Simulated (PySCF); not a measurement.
Screening by computed properties: pick the candidate that meets the target.

Each SMILES stands for a single optimised conformer of the isolated species, non-relativistic unless stated; the electronic structure was computed with PySCF and density fitting.

Dipoles, sizes and rotational constants follow the conformer. The torsions of the flexible species, by atom-mapped SMILES:
- `[CH3:1][C:2](=[O:3])/[C:4]([F:5])=[C:6]\[CH2:7][F:8]`: C1–C2–C4–F5 -9°, C4–C6–C7–F8 -132°
- `[CH3:1][C:2](=[O:3])/[C:4]([F:5])=[CH:6]/[CH:7][F:8]`: C1–C2–C4–F5 0°, C4–C6–C7–F8 180°
- `[F:1][CH:2]([F:3])[C:4]1[CH2:5][CH:6]=[CH:7][O:8]1`: F1–C2–C4–C5 -58°

Question: Wanted: isotropic g value above 2.004 (unrestricted B3LYP/pcH-1, mean-field spin–orbit) and smallest rotational constant below 0.7 GHz (GFN2-xTB), at GFN2-xTB geometries. Which candidate meets both?
A. `C#CC1=C[CH]CC=C1Cl` [radical]
B. `CC(=O)/C(F)=[C]\CF` [radical]
C. `N#C[SiH2]` [radical]
D. `FC(F)[C]1CC=CO1` [radical]
E. `CC(=O)/C(F)=C/[CH]F` [radical]
F. `C#CC1=CC=C[C](Cl)C1` [radical]
G. `CC#CC1=C[CH]C(Cl)=C1` [radical]

Answer: G. Computed values:
| species | isotropic g value | smallest rotational constant |
| --- | --- | --- |
| CC(=O)/C(F)=[C]\CF [radical] | 2.00190 | 0.975 GHz |
| C#CC1=C[CH]CC=C1Cl [radical] | 2.00238 | 0.799 GHz |
| FC(F)[C]1CC=CO1 [radical] | 2.00299 | 1.267 GHz |
| N#C[SiH2] [radical] | 2.00337 | 5.133 GHz |
| C#CC1=CC=C[C](Cl)C1 [radical] | 2.00367 | 0.664 GHz |
| CC#CC1=C[CH]C(Cl)=C1 [radical] | 2.00455 | 0.504 GHz |
| CC(=O)/C(F)=C/[CH]F [radical] | 2.00489 | 0.867 GHz |
